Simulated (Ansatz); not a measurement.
```xyz
7

N     1.033    0.766    0.540
C     0.209   -0.124    0.023
S     0.640   -1.698   -0.335
Zn   -1.593   -0.446   -0.607
H     1.994    0.520    0.748
H     0.728    1.703    0.740
H    -3.009   -0.722   -1.109
```

The species carries charge 0 and has multiplicity 1.

**Question.** List the PBE0/def2-TZVPP orbital energies in eV (Ansatz 0.2.0). (Best estimate.)

**Answer.** The calculation gave: Occupied: -9458.92, -2421.69, -1152.46, -1014.81, -1014.78, -1014.73, -392.90, -280.37, -217.02, -160.84, -160.77, -160.68, -133.20, -89.03, -88.97, -88.88, -26.82, -21.17, -16.98, -15.84, -14.76, -14.29, -14.25, -14.22, -14.14, -11.95, -10.99, -9.64, -8.31, -7.23, -6.17. Lowest empty: -1.34, 0.02, 0.29, 0.59, 1.02, 2.01, 2.61, 3.20.
